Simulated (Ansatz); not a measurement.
Wavefunction ladder for `CNB(S)C=O`

```xyz
12

C    -1.275    0.807    1.256
N    -0.274   -0.100    0.749
B     0.324   -0.099   -0.504
S    -0.044    1.086   -1.811
C     1.413   -1.234   -0.795
O     2.009   -1.357   -1.837
H    -1.565    1.507    0.474
H    -0.897    1.385    2.105
H    -2.171    0.269    1.579
H     0.014   -0.810    1.406
H     0.834    0.505   -2.652
H     1.631   -1.960    0.030
```

The species carries charge 0 and has multiplicity 1. Geometry: relaxed with PBE0-D4/def2-TZVP. It is one conformer, not always the lowest. Frozen core, restricted reference, the Gaussian-basis code of Ansatz. CBS rows extrapolate triple and quadruple zeta; past MP2 they add the triple-zeta difference.

| basis | HF (Eh) | MP2 corr. |
| --- | --- | --- |
| def2-TZVPP | -630.91851 | -1.04434 |
| def2-QZVPP | -630.94030 | -1.12081 |

Question: Estimate the CCSD correlation energy and the (T) correction in each basis where they were run (hartree).

Answer: 
```tsv
basis	CCSD corr.	(T)
def2-TZVPP	-1.08830	-0.04848
CBS(def2)	-1.22141	as TZ
```
